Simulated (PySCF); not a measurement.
C3HF4, SMILES F/[C]=C/C(F)(F)F, multiplicity 2. Atoms are numbered in the order given.

```xyz
8

F      0.0461     2.8878     0.0000
C     -0.2439     1.6250     0.0000
C      0.5505     0.5682     0.0000
C      0.0146    -0.8283     0.0000
F     -1.3250    -0.8581     0.0000
F      0.4412    -1.5077    -1.0796
F      0.4412    -1.5077     1.0796
H      1.6417     0.6805     0.0000
```
Charge 0, spin multiplicity 2.

Geometry: B3LYP-D3(BJ)/def2-SVP. The isomer is the one that the SMILES or the coordinates give; other isomers of the formula were not compared.

Method: PySCF with B3LYP/pcH-1.

Unrestricted Kohn–Sham, ⟨S²⟩ = 0.760. Hyperfine tensors hold the contact and dipolar terms, without spin-orbit corrections.

Computed hyperfine couplings:
```
nucleus    A(iso) (MHz)  A(iso) (G)  dipolar principal values (MHz)
---------  ------------  ----------  ------------------------------
19F no. 1         353.5       126.1           -299.6, -230.1, 529.7
13C no. 2         565.8       201.9             -81.3, -54.0, 135.3
13C no. 3          66.4        23.7               -25.9, -2.7, 28.7
13C no. 4          14.4         5.1                 -2.2, -1.8, 4.0
19F no. 5          12.2         4.4               -11.0, -4.4, 15.4
19F no. 6         -12.3        -4.4                  -9.4, 4.5, 4.9
19F no. 7         -12.3        -4.4                  -9.4, 4.5, 4.9
1H no. 8          108.3        38.6                 -6.8, -1.1, 7.9
```
